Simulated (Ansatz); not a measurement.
Stepwise reaction of gallium trichloride with hydrogen, as a gas-phase model of exchange steps in deposition or etching. ΔE in kJ/mol; ΔG adds harmonic PBE0-D4 terms to CCSD(T)/CBS, at 1 bar.

Program: Ansatz. Geometries: PBE0-D4/def2-TZVP. ΔE: electronic, gas phase. CBS: MP2 limit from def2 TZ/QZ plus the TZ coupled-cluster correction, frozen cores. This one scheme is used for every species. DFT in def2-TZVPP. B3LYP here is the variant with VWN-RPA as its local correlation; programs differ in this. For Ga outer-core shells are correlated without core-valence functions, which leaves a few kJ/mol of doubt a bond. Scalar relativity is left out up to krypton.

| step | reaction | PBE-D4 | B3LYP-D4 | ωB97M-V | CCSD(T)/CBS | ΔG(600 K) |
| --- | --- | --- | --- | --- | --- | --- |
| 1 | `[Cl][Ga]([Cl])[Cl]` + H₂ → `[Cl][GaH][Cl]` + HCl | 81.3 | 83.3 | 81.6 | 83.5 | 68.9 |
| 2 | `[Cl][GaH][Cl]` + H₂ → `[Cl][GaH2]` + HCl | 99.8 | 100.9 | 99.4 | 101.6 | 92.8 |
| 3 | `[Cl][GaH2]` + H₂ → `[GaH3]` + HCl | 113.5 | 114.3 | 112.3 | 115.3 | 111.6 |

By hand: ΔE of the 3 steps together at CCSD(T)/CBS.

(83.5) + (101.6) + (115.3) = 300.4 kJ/mol, or 100.1 kJ/mol a step.

In ΔE each step is higher than the one before. All are uphill at CCSD(T)/CBS. ΔG lies between 68.9 and 111.6 kJ/mol a step. PBE-D4 differs from CCSD(T)/CBS by -2.2 to -1.8 kJ/mol a step. Isolated molecules leave out the surface, adducts and barriers. Largest T1 diagnostic: 0.013.
